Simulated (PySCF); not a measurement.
Molecule: SMILES C/C=C/CO[SiH3], C4H10OSi.

Structure with atom numbers: `[CH3:1]/[CH:2]=[CH:3]/[CH2:4][O:5][SiH3:6]` (H(Xn): hydrogen on atom n).

Geometry PBE0-D3(BJ)/def2-SVP throughout; GIAO in PySCF, gas phase, one conformer, non-relativistic; equivalent atoms averaged; basis pcSseg-1.

For orientation, HF gives these absolute shieldings σ: C2 56.9, C3 57.3, C4 132.4, C1 172.1, O5 346.2, Si6 430.5, H(C2) 25.35, H(C4) 27.93, H(C1) 29.85 ppm.

A run gave: C2 62.2, C3 57.8, C4 114.1, C1 160.8, O5 309.1, Si6 399.0, H(C2) 25.38, H(C4) 27.04, H(C1) 29.48 ppm (absolute shieldings σ).

Which functional was used in that run?
A. BHandHLYP
B. mPW1PW91
C. B97-D
D. KT3
E. BP86

Results:

D. C2 tells them apart best: KT3 gives 62.2, B97-D gives 53.6, BP86 gives 50.6, mPW1PW91 gives 51.8, BHandHLYP gives 49.9 ppm.
